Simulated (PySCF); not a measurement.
C₂H₉ClOSi₂, SMILES O([Si@@H]([SiH2]C)Cl)C. Atoms are numbered in the order given.

```xyz
15

C      2.9667    -0.1815    -0.8064
O      1.7468    -0.7167    -0.3273
Si     0.2657    -0.0094    -0.5559
Cl     0.2281     1.8698     0.3783
Si    -1.3657    -1.3088     0.4967
C     -2.9797    -0.3398     0.5524
H      3.1975     0.7819    -0.3186
H      3.7720    -0.8945    -0.5758
H      2.9403    -0.0237    -1.9006
H      0.0558     0.2784    -2.0101
H     -0.8669    -1.5984     1.8769
H     -1.5357    -2.6079    -0.2278
H     -3.3692    -0.1568    -0.4614
H     -3.7498    -0.8848     1.1206
H     -2.8171     0.6359     1.0365
```
Charge 0, spin multiplicity 1.

The structure is a stationary point at r2SCAN-D4/def2-SVP. The structure was generated by enumeration; whether it is a known compound was not checked. The values are those of a single conformer.

The numbers are results of SMD-B3LYP/def2-SVP (PySCF), not measurements.

Solvation free energies are E(SMD) − E(gas) at the gas-phase geometry, for 1 M in both phases. In vacuum the dipole moment is 1.03 D.

```
solvent          ΔG(solv) (kcal/mol)  its non-electrostatic (CDS) part  dipole (D)
---------------  -------------------  --------------------------------  ----------
water                            1.3                               5.0        1.42
chloroform                      -3.2                              -1.1        1.27
tetrahydrofuran                    ?                                 ?           ?
```

Task: Complete the blanks. (Estimate from the structure and the level; the computed values follow.)

Result: 
- tetrahydrofuran, ΔG(solv) (kcal/mol): -2.8
- tetrahydrofuran, its non-electrostatic (CDS) part: -0.5
- tetrahydrofuran, dipole (D): 1.31
